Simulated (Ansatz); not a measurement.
## Interaction energy ladder

The pair of Cl⁻ (SMILES [Cl-], atom 1) and AlF₃ (SMILES F[Al](F)F, atoms 2–5), both closed shells, in one local arrangement (a lower one may exist), relaxed at PBE0-D4/def2-TZVPD:

```tsv
atom	x (Å)	y (Å)	z (Å)
Cl1	-0.3949	0.1587	-2.0235
F2	1.4320	-0.8996	0.3167
Al3	0.0211	-0.0085	0.1079
F4	-1.2704	-0.7865	0.8530
F5	0.2124	1.5359	0.7458
```

Computed with Ansatz 0.2.0 (basis: def2-TZVPPD, with def2-QZVPPD for the basis limit); correlated methods freeze the cores. B3LYP uses VWN-RPA correlation. Extrapolation: Hartree–Fock as exp(−7.88 √X), correlation as X^−2.97. Interaction energies count from these two fragments, frozen as in the pair, with the counterpoise correction; negative means bound.

Task: What is the interaction energy by CCSD(T) at an estimated basis limit (MP2 extrapolated from triple and quadruple zeta, plus CCSD(T) − MP2 in triple zeta)? (To be estimated.)

Result: Computed: -95.58 kcal/mol. Hartree–Fock alone gives -95.41 kcal/mol at the basis limit. It counts from the two fragments frozen as in the pair.

The same quantity by other methods in triple zeta, and each one's difference from that estimate:
```json
{"method": "PBE-D4", "E_int (kcal/mol)": "-90.64", "difference": "4.94"}
{"method": "revPBE-D4", "E_int (kcal/mol)": "-88.56", "difference": "7.02"}
{"method": "BLYP-D4", "E_int (kcal/mol)": "-87.56", "difference": "8.02"}
{"method": "r2SCAN-D4", "E_int (kcal/mol)": "-95.32", "difference": "0.26"}
{"method": "B97M-V", "E_int (kcal/mol)": "-94.10", "difference": "1.48"}
{"method": "PBE0-D4", "E_int (kcal/mol)": "-95.53", "difference": "0.05"}
{"method": "B3LYP-D4", "E_int (kcal/mol)": "-92.63", "difference": "2.94"}
{"method": "HSE06-D4", "E_int (kcal/mol)": "-95.42", "difference": "0.16"}
{"method": "wB97X-V", "E_int (kcal/mol)": "-95.37", "difference": "0.21"}
{"method": "wB97M-V", "E_int (kcal/mol)": "-94.17", "difference": "1.41"}
{"method": "B2PLYP", "E_int (kcal/mol)": "-91.96", "difference": "3.62"}
{"method": "HF", "E_int (kcal/mol)": "-95.21", "difference": "0.37"}
{"method": "MP2", "E_int (kcal/mol)": "-92.69", "difference": "2.89"}
{"method": "CCSD", "E_int (kcal/mol)": "-94.11", "difference": "1.47"}
{"method": "CCSD(T)", "E_int (kcal/mol)": "-93.49", "difference": "2.09"}
```
Differences are method less estimate.

Task: Which atoms make the shortest contact between the fragments?

Result: Cl1 and Al3, 2.18 Å apart.

Energy to bend the free fragments (PBE0-D4 minima) into their shapes in the pair, CCSD(T)/def2-TZVPPD: AlF₃ 22.52 kcal/mol. This must be added to the interaction energy to get the binding energy from relaxed fragments.

Basis-set superposition shift (counterpoise-corrected less uncorrected): CCSD(T) 2.38; MP2 2.22; HF 0.25; PBE0-D4 0.29; wB97M-V 0.27 kcal/mol.

The T1 diagnostic stays at or below 0.016.

For scale, one of the runs: CCSD(T)/def2-TZVPPD, 219 basis functions, launched by `ansatz run in.yaml --threads 4 --pin off --events-out ev --progress --plain --max-ram 9574MiB`. Time: 96 s of wall clock on 4 CPU threads of an Arm Neoverse V1; the host was shared. Peak host memory: 3.4 GiB.
